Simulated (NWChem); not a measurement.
System: CH4BFOS; SMILES CSB(O)F

Input file for NWChem:

```
start job
memory heap 200 mb stack 900 mb global 1100 mb
geometry units angstroms
  B     -0.023641     0.568204     0.469452
  F      0.700010     1.626260     0.855656
  O     -1.210520     0.338968     1.041560
  H     -1.489597     0.959841     1.715926
  S      0.615637    -0.518323    -0.806261
  C     -0.742359    -1.736441    -0.917166
  H     -0.864889    -2.224486     0.043532
  H     -0.450955    -2.456946    -1.672872
  H     -1.657044    -1.228347    -1.201515
end
basis spherical
  * library def2-svp
end
dft
  xc pbe0
  iterations 150
end
driver
  maxiter 120
end
task dft optimize
task dft freq
```

The level has its own optimisation; frequencies are unscaled.

Predict the main results of this run. (PBE0/def2-SVP.) Quantities: r B–F (Å); r B–O (Å); r B–S (Å); r H–O (Å); highest harmonic frequency (cm⁻¹); lowest (cm⁻¹); zero-point energy (kcal/mol); dipole (D).


```yaml
r B–F (Å): 1.336
r B–O (Å): 1.351
r B–S (Å): 1.804
r H–O (Å): 0.964
highest harmonic frequency (cm⁻¹): 3894
lowest (cm⁻¹): 77
zero-point energy (kcal/mol): 38.5
dipole (D): 2.21
```
